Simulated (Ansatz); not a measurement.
Computed with frozen-core CCSD(T)/cc-pVTZ // PBE0-D3(BJ)/def2-TZVP in Ansatz (a program for electronic structure). The restricted HF reference is unstable towards unrestricted orbitals.

Ansatz 0.2 input:
```yaml
crystal:
  periodic: [false, false, false]
  atoms:
    - { symbol: S, position_ang: [2.250038, 0.472876, 0.191561] }
    - { symbol: C, position_ang: [0.807469, -0.457218, -0.114863] }
    - { symbol: C, position_ang: [-0.430421, 0.039242, -0.000308] }
    - { symbol: S, position_ang: [-0.696596, 1.644049, 0.662495] }
    - { symbol: S, position_ang: [-1.797992, -0.915501, -0.551083] }
    - { symbol: H, position_ang: [3.103782, -0.50341, -0.15056] }
    - { symbol: H, position_ang: [0.941322, -1.491594, -0.404923] }
    - { symbol: H, position_ang: [-1.661373, 1.999062, -0.202205] }
    - { symbol: H, position_ang: [-2.53953, -0.805144, 0.56663] }
basis:
  gaussian: { orbitals: cc-pVTZ }
correlation:
  method: ccsd_t
```

Output:

```
Functional definition: HF
1253 factors; integrals over basis functions are off by at most 1.0e-3 eV
mean field evaluation 1: about -34574.7527 eV, gradient 2.4e1 eV
mean field evaluation 2: about -34575.1723 eV, gradient 2.4e1 eV
mean field evaluation 4: about -34577.4470 eV, gradient 4.4e0 eV
mean field evaluation 8: about -34577.5290 eV, gradient 2.9e-1 eV
mean field evaluation 16: about -34577.5298 eV, gradient 1.9e-6 eV
mean field -34577.52977546 eV, -1270.7007817569 hartree, gradient 1.9e-6 eV, S^2 0.000000; 0 other end points of the search recorded, 0 dependent functions left out; unrestricted orbitals would lower it
17 core orbitals not correlated
reference -34577.52977546 eV, -1270.7007817569 hartree; 15, 15 occupied and 186, 186 virtual orbitals, 1253 factors
second order -23.26011457 eV of doubles, -0.00000000 eV of singles
cycle   1  -23.89848591 eV  change   -6.4e-1 eV  update   1.2e-1
cycle   2  -24.56214233 eV  change   -6.6e-1 eV  update   3.6e-2
cycle   3  -24.70105230 eV  change   -1.4e-1 eV  update   1.8e-2
cycle   4  -24.69291609 eV  change    8.1e-3 eV  update   4.5e-3
cycle   5  -24.69281784 eV  change    9.8e-5 eV  update   2.2e-3
cycle   6  -24.69265469 eV  change    1.6e-4 eV  update   6.5e-4
cycle   7  -24.69239744 eV  change    2.6e-4 eV  update   3.0e-4
cycle   8  -24.69243577 eV  change   -3.8e-5 eV  update   1.1e-4
cycle   9  -24.69243568 eV  change    9.8e-8 eV  update   3.8e-5
cycle  10  -24.69241078 eV  change    2.5e-5 eV  update   1.4e-5
perturbative correction -1.26885478 eV, -0.0466295530 hartree
Total energy: -34603.49104102 eV, -1271.6548406689 hartree
```

Cost: around 5 core-minutes (rough).
